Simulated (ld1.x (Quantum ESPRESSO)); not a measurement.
manganese (Mn), PAW: configuration errors across variants

| Item | Value |
| --- | --- |
| Element | Mn |
| Generator | ld1.x (Quantum ESPRESSO) 7.5 |
| Type | PAW |
| Functional | PBEsol |
| Relativity | scalar-relativistic |
| Frozen core | [Ar] |
| Valence charge | 7 |
| Reference configuration | 3d5 4s1.5 4p0 (charge +0.5) |
| Partial waves | 4s (bound): rcut 2.00, rcutus 2.30 bohr; 4s channel at 0.2 Ry: rcut 2.00, rcutus 2.30 bohr; 4p (bound, empty): rcut 3.10, rcutus 3.35 bohr; 4p channel at 1.65 Ry: rcut 3.10, rcutus 3.35 bohr; 3d (bound): rcut 1.20, rcutus 1.55 bohr; 3d channel at 4.45 Ry: rcut 1.20, rcutus 1.55 bohr |
| Local potential | all-electron potential smoothed inside 3.00 bohr (lloc = -1) |
| Core correction | Bessel-smoothed model core inside 0.85 bohr |
| Augmentation charge | PSQ, inside the norm-conserving radii |

All-electron excitation energies from the reference (eV): (1) 3d5 4s2 4p0 -3.371; (2) 3d5 4s1 4p0 5.062; (3) 3d5 4s0 4p0 20.573; (4) 3d4 4s0 4p0 53.053; (5) 3d5 4s0 4p2 4.590; (6) 3d6 4s0 4p0 3.404; (7) 3d6 4s1 4p0 -3.736.

4 further variants failed, have other tests or another functional or relativity, and are left out.

A true bound ghost makes a file unfit for plane-wave use even where its test errors are small: the radial tests pick states by their node count and pass the ghost by.

Errors AE − PS in meV (a dash: test not solved or not reliable):

| change | (1) | (2) | (3) | (4) | (5) | (6) | (7) | bound ghosts |
| --- | --- | --- | --- | --- | --- | --- | --- | --- |
| base | -0.3 | -1.4 | -17 | -397 | -1.0 | -128 | -92 | none |
| waves 4p (bound): rcut 2.02, rcutus 2.14 bohr; 4p channel at 1.65 Ry: rcut 2.02, rcutus 2.14 bohr | -0.3 | -1.4 | -17 | -397 | -3.1 | -128 | -92 | p |
| waves 4s (bound): rcut 2.00, rcutus 3.52 bohr; 4s channel at 0.2 Ry: rcut 2.00, rcutus 3.52 bohr | -0.1 | -1.3 | -17 | -397 | -1.1 | -127 | -86 | none |
| core correction Bessel-smoothed model core inside 1.48 bohr | -0.3 | -1.4 | -17 | -397 | -1.0 | -128 | -92 | none |
| local potential all-electron potential smoothed inside 1.46 bohr (lloc = -1) | -0.1 | -1.1 | -9.8 | -356 | +0.8 | -115 | -71 | s |
| waves 3d (bound): rcut 1.20, rcutus 2.36 bohr; 3d channel at 4.45 Ry: rcut 1.20, rcutus 2.36 bohr | -0.3 | -1.5 | -18 | -369 | -1.1 | -117 | – | none |
| wave 4p channel at 1.65 Ry: rcut 3.10, rcutus 3.35 bohr becomes 4p channel at 1.25 Ry: rcut 3.10, rcutus 3.35 bohr | -0.3 | -1.4 | -17 | -397 | -0.9 | -128 | -92 | none |
| local potential all-electron potential smoothed inside 2.80 bohr (lloc = -2) | -0.3 | -1.4 | -17 | -397 | -1.0 | -128 | -92 | none |

Problem. Give the same row for: type ultrasoft; local potential all-electron potential smoothed inside 2.80 bohr (lloc = -1).

Solution. -0.3, -1.5, -20, -368, +16, -127, -89; bound ghosts: none.
